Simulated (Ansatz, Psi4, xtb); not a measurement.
## A ladder of methods for Si2H4OF2 (SMILES O[SiH](F)[SiH2]F)

The species is Si2H4OF2 (9 atoms), meant as a singlet with charge 0. As SMILES, `O[SiH](F)[SiH2]F`. The shape is that of a PBE0-D4/def2-TZVP optimisation. This is one conformer, not always the lowest.

Quantity: the HOMO–LUMO gap, in eV. The values are calculated.

```csv
level,kind,program,value (eV),CPU time
GFN1-xTB,semi-empirical,xtb,4.63,under 2 s
HF/def2-SVP,Hartree–Fock,Ansatz,14.00,2.9 s
SVWN5/def2-SVP,LDA,Ansatz,5.03,4.8 s
revPBE/def2-SVP,GGA,Ansatz,5.28,7.1 s
r2SCAN-D4/def2-SVP (density fitting),meta-GGA,Psi4,5.83,18 s
B3LYP/def2-SVP,global hybrid,Ansatz,7.02,9.1 s
wB97M-V/def2-SVP,range-separated hybrid,Ansatz,11.37,1.8 min
B2PLYP/def2-SVP,double hybrid,Ansatz,9.89,15 s
```

The values span 4.63 to 14.00 eV. Orbital gaps aren't excitation energies, and those of double hybrids come from the SCF part alone; they tend to grow with the share of exact exchange. CPU times are rough (shared hosts, several kinds of processor): they show what a rung costs within a factor of a few.
